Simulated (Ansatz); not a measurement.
Cost and result for the atomization energy of `S[CH2][GeH3]` (9 atoms, 8 bonds).

```xyz
9

S    -2.069    0.239    0.086
C    -0.563   -0.638   -0.400
Ge    1.066    0.377    0.008
H    -1.722    0.486    1.360
H    -0.637   -0.764   -1.481
H    -0.531   -1.633    0.046
H     2.319   -0.448   -0.343
H     1.074    0.692    1.514
H     1.063    1.688   -0.790
```

Total charge 0; spin multiplicity 1. Correlated methods include outer-core shells of Ge, which these sets cover unevenly. Scalar relativity is left out up to krypton. The geometry is a stationary point of PBE0-D4/def2-TZVP. It is one conformer, not always the lowest. Program: Ansatz. All runs use 2 threads of an Arm Neoverse V1 on a shared host. Times are those of one run each, without the atoms' runs, and a repeat can differ threefold. Electronic energies, without spin–orbit coupling; frozen cores. CCSD(T)/CBS adds CCSD(T) − MP2 in def2-TZVPP to the MP2 limit, and its time is that of the two runs behind it. T1 = 0.011. With those shells the extrapolation isn't a true limit. B3LYP takes the VWN-RPA correlation (the form of Gaussian; ORCA's B3LYP/G). HSE06 is the plane-wave form, built on full-range PBE exchange.

CCSD(T)/CBS is a level of theory with its own doubt, some kJ/mol a heavy atom from the limit and from the frozen cores, so smaller differences don't rank the functionals.

| level | functions | wall time | atomization (kcal/mol) | difference from CCSD(T)/CBS | per bond |
| --- | --- | --- | --- | --- | --- |
| BLYP-D4/def2-TZVPP | 205 | 2.9 s | 644.4 | -11.5 | -1.4 |
| revPBE-D4/def2-TZVPP | 205 | 3 s | 642.7 | -13.2 | -1.6 |
| HSE06-D4/def2-TZVPP | 205 | 5 s | 650.1 | -5.8 | -0.7 |
| BHLYP-D4/def2-TZVPP | 205 | 5 s | 638.4 | -17.5 | -2.2 |
| CCSD(T)/def2-SVP | 94 | 5.5 s | 614.6 | -41.3 | -5.2 |
| B3LYP-D4/def2-TZVPP (with forces) | 205 | 7 s | 650.2 | -5.7 | -0.7 |
| B2PLYP/def2-TZVPP | 205 | 8 s | 643.3 | -12.6 | -1.6 |
| PBE-QIDH/def2-TZVPP | 205 | 8 s | 648.3 | -7.6 | -1.0 |
| B97M-V/def2-TZVPP | 205 | 14 s | 660.2 | 4.3 | 0.5 |
| ωB97M-V/def2-TZVPP (with forces) | 205 | 18 s | 653.3 | -2.6 | -0.3 |
| MP2/def2-QZVPP | 396 | 37 s | 647.6 | -8.3 | -1.0 |
| CCSD(T)/def2-TZVPP | 205 | 2.1 min | 641.6 | -14.3 | -1.8 |
| CCSD(T)/CBS(def2) | – | 2.8 min | 655.9 | 0.0 | 0.0 |

At CCSD(T), def2-SVP lies −41.3 kcal/mol from the extrapolated value and def2-TZVPP −14.3 kcal/mol: correlation converges slowly with the basis, and small sets miss more of it in the bonded molecule than in its fragments. From r2SCAN to r2SCAN0 (25 % exact exchange), in def2-TZVPP and without D4, the atomization energy moves by −6.4 kcal/mol: exact exchange takes away binding that semilocal exchange gives to molecules. In def2-TZVPP, CCSD(T) changes the Hartree–Fock value by +165.3 kcal/mol (the triples alone add +8.2 kcal/mol) and MP2 by +163.0 kcal/mol; breaking electron pairs costs correlation energy, which Hartree–Fock lacks.
